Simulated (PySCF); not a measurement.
Give a PBE0-D3(BJ)/def2-SVP geometry of `C[AsH]C(C)C`.

Z-matrix in Å and degrees, rows numbered from 1:
```
C 
As  1  1.9692
C   2  1.9924  1   98.10
C   3  1.5223  2  109.74  1    73.76
C   3  1.5217  2  109.81  1  -162.68
H   1  1.0993  2  109.17  3   162.57
H   1  1.0994  2  112.14  3    41.53
H   1  1.0993  2  109.19  3   -79.64
H   2  1.5283  1   95.17  3   -95.44
H   3  1.1030  2  106.69  1   -44.38
H   4  1.1029  3  110.80  2  -179.08
H   4  1.1011  3  112.21  2   -59.14
H   4  1.1026  3  111.19  2    61.53
H   5  1.1030  3  110.78  2   179.49
H   5  1.1010  3  112.00  2    59.37
H   5  1.1026  3  111.27  2   -61.24
```

Of the pairs four or more bonds apart, C1···H12 is among the closest relative to their van der Waals radii: 3.01 Å, 104 % of the sum of Bondi's values. As2 (arsenic bonded to 2 C and H) is pyramidal (angles 98.1°, 95.2° and 94.6°, sum 287.9°, 0.92 Å off the plane of its three neighbours). The As–C distances run from 1.969 Å (C1–As2, drawn single) to 1.992 Å (As2–C3, drawn single), a spread of 0.023 Å.

Theory: PBE0-D3(BJ)/def2-SVP geometry optimisation, gas phase (PySCF 2.14.0).

Point group: C1 (no symmetry element, even within 0.4 Å). PBE0-D3(BJ)/def2-SVP frequencies: not computed here. One conformer, not necessarily the lowest (C1–As2–C3–C4 74°).

The run took 35 s wall on Arm Neoverse V1, one thread, on a shared host. That covers the optimisation of the geometry.
